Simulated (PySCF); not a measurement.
# Adding and removing an electron: MgBi

PBE0; basis Mg def2-SVPD, Bi def2-SVPD with ECP60; scalar-relativistic core potentials; PySCF 2.14. Neutral (UKS): quartet (σ ↑, π ↑↑), Re = 2.957 Å, ωe = 184 cm⁻¹, De = 0.56 eV, HOMO -4.75 eV, LUMO -2.68 eV.

MgBi⁺ (UKS): triplet (π ↑↑), Re = 2.835 Å, ωe = 223 cm⁻¹. The energies at the minima are -414.52399 hartree for MgBi and -414.28702 for MgBi⁺.

Question: Work out the adiabatic ionisation energy, without and with harmonic zero-point energies (1 hartree = 27.2114 eV, 1 eV = 8065.5 cm⁻¹), and the change of the bond length.

Answer: At PBE0: 0.23697 hartree = 6.448 eV between the minima; the zero-point term (223.0 − 184.0)/2 cm⁻¹ = +0.002 eV makes it 6.451 eV. Re changes by -12.2 pm against the neutral. The electron leaves a σ orbital, and the shorter bond of the ion fits an antibonding orbital, or a change in how ionic the bond is.

Spin–orbit coupling is left out, which matters for elements this heavy, above all for dissociation energies. States were picked by a PBE0 search and need not be the measured ground states.
